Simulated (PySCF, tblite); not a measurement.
Calculations on bromodifluoroacetonitrile, `N#CC(F)(F)Br`, in the order of a workflow; each names the level of the geometry that it ran on. Settings lines and outputs come from a driver script.

Species: bromodifluoroacetonitrile, C2BrF2N.
SMILES with atom numbers: `[N:1]#[C:2][C:3]([F:4])([F:5])[Br:6]`

Step 1: GFN2-xTB geometry optimisation, gas phase (tblite 0.8.0) (from a force-field or distance-geometry start)
```json
{"job": {"kind": "relax", "xc": "GFN2-xTB", "basis": "xTB"}, "charge": 0, "multiplicity": 1}
```
```
step      E/eV     max force
  0    -562.55996    4.341
  1    -562.05126   16.208
  2    -562.66368    1.336
...
 13    -562.68183    0.040
 14    -562.68189    0.041
 15    -562.68194    0.043
 16    -562.68197    0.025
 17    -562.68198    0.006
```

Energy lowered by 2.8 kcal/mol over 17 steps; largest atomic force 0.006 eV/Å at the end. «max force» is the largest atomic force in eV/Å.

On an Arm Neoverse V1 with one thread (shared host), this took under 0.1 s of wall time.

Step 2: GFN2-xTB harmonic vibrations, gas phase (tblite 0.8.0) (on the GFN2-xTB geometry)
```json
{"job": {"kind": "ir", "xc": "GFN2-xTB", "basis": "xTB"}, "charge": 0, "multiplicity": 1}
```
```
(table of modes left out)
```

12 modes from 121 to 2408 cm⁻¹ (unscaled, harmonic); zero-point energy 11.9 kcal/mol; all wavenumbers are real at this level.

Hardware: an Arm Neoverse V1 with one thread, on a shared host. Cost: 0.1 s of wall time.

Step 3: PBE0-D3(BJ)/def2-SVP geometry optimisation, gas phase (PySCF 2.14.0) (from the GFN2-xTB geometry)
```json
{"job": {"xc": "PBE0", "basis": "def2-SVP", "d3": "d3bj", "grid": 1, "maxiter": 30, "kind": "geom"}, "charge": 0, "multiplicity": 1}
```
```
step   0  E = -2903.55900422  max force = 0.040241
step   1  E = -2903.55654037  max force = 0.028540
step   2  E = -2903.55986521  max force = 0.010669
step   3  E = -2903.56060878  max force = 0.002933
step   4  E = -2903.56081213  max force = 0.002205
step   5  E = -2903.56088911  max force = 0.002018
step   6  E = -2903.56090586  max force = 0.000855
step   7  E = -2903.56090846  max force = 0.000127
optimisation converged
```

Final energy -2903.56091 Eh after 7 steps; dipole 1.70 D. Energies in Eh; «max force» is the largest Cartesian gradient component in Eh/bohr.

Hardware: one thread of an Arm Neoverse V2, no GPU, on a shared host. Cost: 34 s of wall time, 0.42 GiB resident at most.

Final geometry (PBE0-D3(BJ)/def2-SVP):
```
atom  x, y, z in Å
N1     2.118    0.367    0.499
C2     1.011    0.209    0.210
C3    -0.403    0.022   -0.167
F4    -1.110    1.093    0.172
F5    -0.507   -0.158   -1.478
Br6   -1.106   -1.534    0.753
```

 (This holds for the electronic-property runs.)
